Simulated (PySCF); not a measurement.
C7H12Si.
Geometry (GFN2-xTB, Å), atoms numbered from 1 in this order:
```
atom  x, y, z in Å
C1    -1.733    0.984   -1.032
C2    -1.158    0.537    0.315
C3    -1.961   -0.634    0.886
C4     0.293    0.169    0.177
C5     1.299    0.784    0.818
Si6    2.945    0.002    0.354
C7     2.009   -1.191   -0.768
C8     0.700   -0.928   -0.703
H9    -1.728    0.165   -1.747
H10   -1.142    1.801   -1.443
H11   -2.758    1.326   -0.908
H12   -1.230    1.378    1.015
H13   -1.960   -1.477    0.199
H14   -2.993   -0.334    1.059
H15   -1.532   -0.961    1.831
H16    1.124    1.606    1.493
H17    3.621   -0.662    1.470
H18    3.841    0.901   -0.375
H19    2.407   -1.978   -1.387
H20   -0.049   -1.477   -1.257
```

Probes without a nucleus sit at each ring's centroid and 1 Å off its mean plane on both sides; NICS is minus the shielding there, NICSzz its component along the normal. Level: GIAO PBE0/pcSseg-1 (PySCF, non-relativistic, gas phase) on the GFN2-xTB geometry, one conformer.

Ring bond lengths (Å), with Mayer bond orders in brackets: C4–C5 1.342 (1.86), C5–Si6 1.881 (0.90), Si6–C7 1.886 (0.90), C7–C8 1.337 (1.86), C8–C4 1.464 (1.03).

**Question.** Give the NICS values of each ring in ppm.

**Answer.** 
```tsv
ring	type	NICS(0)	NICS(1), two faces	NICS(1)zz, two faces	rms pucker (Å)	centre to ring atoms, mean (Å)
C4–C5–Si6–C7–C8	5-membered ring with Si; formal bonds 2 double, 3 single	1.0	-1.9 / -1.9	1.2 / 1.2	0.00	1.34
```

**Question.** What do they say, and how far can they be read as aromaticity?

**Answer.** 
- C4–C5–Si6–C7–C8: mean NICS(1)zz 1.2 ppm, near zero. Si6 has four or more neighbours, and the NICS criterion for π rings isn't applied.

**Question.** At the second NICS(1) probe listed for ring C4–C5–Si6–C7–C8, 1 Å off the ring, what do the in-plane components average?

**Answer.** The isotropic value is a third of the trace: (3 × -1.9 − (1.2))/2 = -3.4 ppm.

The run took 37 s of wall time on an Arm Neoverse V1 with one thread, no GPU (shared host). This is the whole shielding run at PBE0/pcSseg-1, SCF included.
